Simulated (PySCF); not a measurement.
HCl₂HfO, doublet, at a GFN2-xTB geometry (such geometries of metal compounds can be far from the true shape) (the multiplicity is a formal guess) (core potentials on Hf); PySCF with TPSS/def2-SV(P).

The PySCF input:
```python
from pyscf import gto, scf, dft

mol = gto.Mole()
mol.atom = '''
    Hf    0.169461    0.027077    0.082535
    Cl   -1.375802   -1.563278    0.190594
    Cl   -0.113926    1.793712   -1.216276
    O     1.476058   -0.558500    1.227798
    H     1.315727   -1.398881    1.671681
'''
mol.basis = 'def2-sv(p)'
mol.ecp = {'Hf': 'def2-sv(p)'}
mol.charge = 0
mol.spin = 1
mol.verbose = 4
mol.build()

mf = dft.UKS(mol)
mf.xc = 'tpss'
mf.grids.level = 0
mf.kernel()
```

Q: Write the output that PySCF gives for this input, abridged.

A: 
```
PySCF version 2.14.0

[INPUT] verbose = 4
[INPUT] num. atoms = 5
[INPUT] num. electrons = 55
[INPUT] charge = 0
[INPUT] spin (= nelec alpha-beta = 2S) = 1
[INPUT] symmetry False subgroup None
[INPUT] Mole.unit = angstrom
[INPUT] Symbol           X                Y                Z      unit          X                Y                Z       unit  Magmom
[INPUT]  1 Hf     0.169461000000   0.027077000000   0.082535000000 AA    0.320234878795   0.051168114275   0.155968545691 Bohr   0.0
[INPUT]  2 Cl    -1.375802000000  -1.563278000000   0.190594000000 AA   -2.599888981629  -2.954167276558   0.360170460985 Bohr   0.0
[INPUT]  3 Cl    -0.113926000000   1.793712000000  -1.216276000000 AA   -0.215288938467   3.389624426346  -2.298428531881 Bohr   0.0
[INPUT]  4 O      1.476058000000  -0.558500000000   1.227798000000 AA    2.789345363973  -1.055412040570   2.320201956289 Bohr   0.0
[INPUT]  5 H      1.315727000000  -1.398881000000   1.671681000000 AA    2.486363684696  -2.643501970858   3.159019257639 Bohr   0.0

nuclear repulsion = 218.501236702036
number of shells = 35
number of NR pGTOs = 150
number of NR cGTOs = 77
basis = def2-sv(p)
ecp = {'Hf': 'def2-sv(p)'}

******** <class 'pyscf.dft.uks.UKS'> ********
method = UKS
initial guess = minao
damping factor = 0
level_shift factor = 0
DIIS = <class 'pyscf.scf.diis.CDIIS'>
diis_start_cycle = 1
diis_space = 8
diis_damp = 0
SCF conv_tol = 1e-09
SCF conv_tol_grad = None
SCF max_cycles = 50
direct_scf = True
direct_scf_tol = 1e-13
number electrons alpha = 28  beta = 27
XC library pyscf.dft.libxc version 7.1.2
    S. Lehtola, C. Steigemann, M. J. T. Oliveira, and M. A. L. Marques,  SoftwareX 7, 1–5 (2018)
XC functionals = tpss
    J. Tao, J. P. Perdew, V. N. Staroverov, and G. E. Scuseria,  Phys. Rev. Lett. 91, 146401 (2003)
    J. P. Perdew, J. Tao, V. N. Staroverov, and G. E. Scuseria,  J. Chem. Phys. 120, 6898 (2004)
    J. Tao, J. P. Perdew, V. N. Staroverov, and G. E. Scuseria,  Phys. Rev. Lett. 91, 146401 (2003)
    J. P. Perdew, J. Tao, V. N. Staroverov, and G. E. Scuseria,  J. Chem. Phys. 120, 6898 (2004)
radial grids:
    Treutler-Ahlrichs [JCP 102, 346 (1995); DOI:10.1063/1.469408] (M4) radial grids

becke partition: Becke, JCP 88, 2547 (1988); DOI:10.1063/1.454033
pruning grids: <function nwchem_prune>
grids dens level: 0
symmetrized grids: False
atomic radii adjust function: <function treutler_atomic_radii_adjust>
small_rho_cutoff = 0
Set gradient conv threshold to 3.16228e-05
tot grids = 8184
init E= -1031.63013475544

cycle= 1 E= -1043.57735220528  delta_E= -11.9  |g|= 0.851  |ddm|= 5.38
cycle= 2 E= -1042.69038258387  delta_E= 0.887  |g|= 1.55  |ddm|= 3.34
cycle= 3 E= -1043.90566395545  delta_E= -1.22  |g|= 0.336  |ddm|= 2.61
cycle= 4 E= -1043.93370113706  delta_E= -0.028  |g|= 0.244  |ddm|= 0.639
cycle= 5 E= -1043.96208865824  delta_E= -0.0284  |g|= 0.0448  |ddm|= 0.246
cycle= 6 E= -1043.96320789442  delta_E= -0.00112  |g|= 0.00589  |ddm|= 0.065
cycle= 7 E= -1043.96322712743  delta_E= -1.92e-05  |g|= 0.00152  |ddm|= 0.0087
cycle= 8 E= -1043.96322820023  delta_E= -1.07e-06  |g|= 0.000552  |ddm|= 0.00221
cycle= 9 E= -1043.9632283955  delta_E= -1.95e-07  |g|= 0.000144  |ddm|= 0.000889
cycle= 10 E= -1043.96322840927  delta_E= -1.38e-08  |g|= 4.15e-05  |ddm|= 0.00023
cycle= 11 E= -1043.96322840992  delta_E= -6.56e-10  |g|= 2.69e-05  |ddm|= 7e-05
Extra cycle  E= -1043.96322840907  delta_E= 8.47e-10  |g|= 4.63e-05  |ddm|= 9.85e-05
converged SCF energy = -1043.96322840907  <S^2> = 0.75193512  2S+1 = 2.0019342
```
